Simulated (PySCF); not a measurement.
C₅H₁₂Si₂.
Atom-mapped SMILES: `[CH2:1]=[CH:2][CH2:3][SiH2:4]/[CH:5]=[CH:6]\[SiH3:7]` (hydrogens: H8, H9 on C1; H10 on C2; H11, H12 on C3; H13, H14 on Si4; H15 on C5; H16 on C6; H17, H18, H19 on Si7)

Method used: PySCF, TDDFT B3LYP/def2-SVPD, vertical, gas phase, core orbitals frozen in the response. Geometry: PBE0-D3(BJ)/def2-SVP, one conformer, isolated molecule. Torsions of this conformer, `[CH2:1]=[CH:2][CH2:3][SiH2:4]/[CH:5]=[CH:6]\[SiH3:7]`: C1–C2–C3–Si4 105°, C2–C3–Si4–C5 -61°, C3–Si4–C5–C6 -145°.

Each state is given a Gaussian of 0.25 eV full width at half maximum, with ε(max) = 2.175×10⁸ f / Δν̃ (Δν̃ the width in cm⁻¹). The cross-section is σ = 3.8235×10⁻²¹ ε cm², given in Mb (10⁻¹⁸ cm²). The width is an assumption, not a result. The curve ends short of the highest state used, and states not computed would add to its high-energy end.

| E (eV) | σ (Mb) |
| --- | --- |
| 4.58 | 0.03 |
| 4.63 | 0.15 |
| 4.67 | 0.45 |
| 4.72 | 1.44 |
| 4.76 | 3.11 |
| 4.80 | 5.86 |
| 4.85 | 10.57 |
| 4.89 | 14.45 |
| 4.94 | 17.49 |
| 4.98 | 17.37 |
| 5.03 | 14.11 |
| 5.07 | 10.18 |
| 5.12 | 5.55 |
| 5.16 | 2.91 |
| 5.20 | 1.32 |
| 5.25 | 0.41 |
| 5.29 | 0.16 |
| 5.34 | 0.14 |
| 5.38 | 0.31 |
| 5.43 | 0.90 |
| 5.47 | 1.82 |
| 5.51 | 3.21 |
| 5.56 | 5.36 |
| 5.60 | 6.88 |
| 5.65 | 7.72 |
| 5.69 | 7.32 |
| 5.74 | 6.14 |
| 5.78 | 6.00 |
| 5.82 | 8.47 |
| 5.87 | 18.77 |
| 5.91 | 35.31 |
| 5.96 | 66.21 |
| 6.00 | 93.92 |
| 6.05 | 119.32 |
| 6.09 | 123.47 |
| 6.14 | 106.64 |

Question: Locate the maxima and give the states behind the curve.

Answer: 250 nm (4.96 eV), ε about 4600, made up of S1 (100%); 219 nm (5.65 eV), ε about 2000, made up of S2 (99%); 204 nm (6.08 eV), ε about 32000, made up of S3 (100%) (ε in L mol⁻¹ cm⁻¹; maxima over ε = 5, shares over 10%). The states used: S1 4.96 eV (f 0.043); S2 5.65 eV (f 0.019); S3 6.08 eV (f 0.300); S4 6.40 eV (f 0.100); S5 6.64 eV (f 0.056); S6 6.74 eV (f 0.045).

Question: Coming from long wavelengths, where does ε first pass 100 L mol⁻¹ cm⁻¹?

Answer: At about 266 nm (4.66 eV), 0.29 eV below S1.

Question: On this curve, what absorbance would a 10⁻⁴ mol/L sample give at 222 nm over a 1 cm path?

Answer: 222 nm is 5.585 eV, where ε is about 1700 L mol⁻¹ cm⁻¹, so A = ε c l ≈ 0.17 (Beer–Lambert, with the gas-phase spectrum and the assumed width).

Question: What would ε be at 6.08 eV, the highest of these maxima, with half the width (0.125 eV)?

Answer: About 64600 L mol⁻¹ cm⁻¹ against 32400, a factor of about 1.99; a lone state at its own centre would give exactly 2.
